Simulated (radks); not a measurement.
Q: Er XLIV, configuration [Ar] 3d7. Method: non-relativistic Kohn-Sham, LB94 model potential, spin-polarised, spherical densities, point nucleus; open shells are filled with parallel spins first (spin-orbit coupling, left out, can overturn this in heavy ions); relativity is left out, which matters for an element this heavy; computed with a radial shooting solver on a logarithmic mesh with Libxc functionals. Some entries of the table are withheld. Estimate them.

orbital,occ.,eigenvalue (eV),r(max) (bohr)
1s down,1,-55874.81,0.01478
1s up,1,-55874.34,0.01478
2s up,1,-10880.68,0.08060
2s down,1,-10878.55,0.08058
2p up,3,-10506.52,0.06263
2p down,3,-10506.05,0.06262
3s up,1,-3958.106,0.2188
3s down,1,-3945.294,0.2189
3p up,3,-3795.749,(1)
3p down,3,-3782.174,(2)
3d up,5,-3507.931,0.1615
3d down,2,-3494.416,0.1613
4s up,0,-2037.151,0.4461
4s down,0,-2032.627,0.4469
4p up,0,-1967.932,0.4398
4p down,0,-1963.346,0.4406

A: 
(1) 3p up r(max) (bohr): 0.2060
(2) 3p down r(max) (bohr): 0.2061
